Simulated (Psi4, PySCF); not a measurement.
HBeF, singlet, geometry from GFN2-xTB (such geometries of metal compounds can be far from the true shape), atoms displaced at random by about 0.08 Å a coordinate. Base run: PBE/6-31G, gradient (PySCF).

The PySCF input:
```python
from pyscf import gto, scf, dft

mol = gto.Mole()
mol.atom = '''
    Be   -0.008333    0.014845   -0.832510
    H     0.028551    0.037122   -1.991101
    F     0.092761   -0.066255    0.539142
'''
mol.basis = '6-31g'
mol.charge = 0
mol.spin = 0
mol.verbose = 4
mol.build()

mf = dft.RKS(mol)
mf.xc = 'pbe'
mf.kernel()
g = mf.nuc_grad_method()
grad = g.kernel()
```

Programs used: Psi4, PySCF; a row that names a program was run with it.

The coordinate followed is x of atom 3.

The base run was repeated with changes; each row names its change, and settings that it needs were set with it.

```
change                                                 dE/dx (Eh/bohr)  net force (Eh/bohr)
-----------------------------------------------------  ---------------  -------------------
base                                                         -0.000030             0.000132
conv_tol = 1e-4                                              -0.000031             0.000132
grids.level = 0; grid_response = off                                 …             0.003747
grid_response = on                                            0.000009             0.000000
density fitting = on                                         -0.000030             0.000132
grids.level = 5; grid_response = off                         -0.000010             0.000001
conv_tol = 1e-6                                              -0.000030             0.000132
density fitting = on; auxbasis_response = off                 0.000013             0.000397
finite difference step (bohr) = 0.2; conv_tol = 1e-11         0.000211                    -
conv_tol = 1e-11                                             -0.000030             0.000132
code = psi4                                                  -0.000026             0.000041
grids.level = 5; grid_response = on                          -0.000011             0.000000
```

**Question.** What belongs in the gaps?

**Answer.** 
- grids.level = 0; grid_response = off, dE/dx (Eh/bohr): -0.002612

The net force is zero for an exact gradient.
